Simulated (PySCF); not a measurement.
## Telling isomers of C$_{9}$H$_{7}$N apart by NMR

Calculated, not measured (PySCF): GIAO PBE0/pcSseg-1 shieldings, PBE0-D3(BJ)/def2-SVP geometry. Non-relativistic Hamiltonian, equivalent nuclei averaged, one conformer, isolated molecule.

Scale: 1H and 13C vs TMS (reference shieldings calculated alike). Where no couplings were computed, multiplicities follow the n + 1 count of equivalent neighbours, and m marks all less simple cases (inequivalent or close neighbours, rings, F or P nearby). Shifts are as computed. Against solution values, carbons near 30 ppm lie about +2 ppm off and those near 130 ppm about +5 ppm (rms about the fit 1.9 ppm; single classes can miss by 10 ppm). Of 1328 compounds with measured shifts, 309 miss one by over three times the rms of a fit or turn the order of signals round; such compounds aren't used in these exercises. Signals without a measured value on file couldn't be tested in this way; 1H shifts scatter by 0.2 ppm about their fit, and single ones miss by 0.5 ppm.

(1) Tabulate the signals of `c1ccc2cnccc2c1`, `N#Cc1ccc2c(c1)CC2` and their relative energies.

(2) What is the quickest way to tell c1ccc2cnccc2c1 from N#Cc1ccc2c(c1)CC2?

## Answers

(1) 
```tsv
SMILES	carbon types	δC	δH	E rel. (kcal/mol)
c1ccc2cnccc2c1	2×C 7×CH	157.8, 150.2, 139.2, 135.2, 133.8, 132.4, 132.1, 131.4, 125.1	9.37 (s, 1H), 8.88 (d, 1H), 8.05 (d, 1H), 7.98 (m, 1H), 7.83 (m, 1H), 7.75 (m, 1H), 7.62 (d, 1H)	0.0
N#Cc1ccc2c(c1)CC2	4×C 3×CH 2×CH2	155.2, 150.6, 138.9, 132.9, 128.3, 124.9, 116.7, 31.6, 31.0	7.65 (d, 1H), 7.43 (s, 1H), 7.27 (d, 1H), 3.25 (m, 2H), 3.24 (m, 2H)	34.0
```

Energies are electronic energies at PBE0/pcSseg-1 on these geometries, without zero-point or thermal terms, each for the one conformer computed, which needn't be the lowest.

(2) Both give the same number of carbon signals, but DEPT or the intensities differ. The first has an aromatic CH next to a ring nitrogen at 157.8 ppm, the second an sp3 CH2 on an aromatic ring at 31.6 ppm. Their most deshielded carbons lie at 157.8 and 155.2 ppm. In the proton spectra the most deshielded non-exchanging signals are 9.37 (s, 1H) and 7.65 (d, 1H).
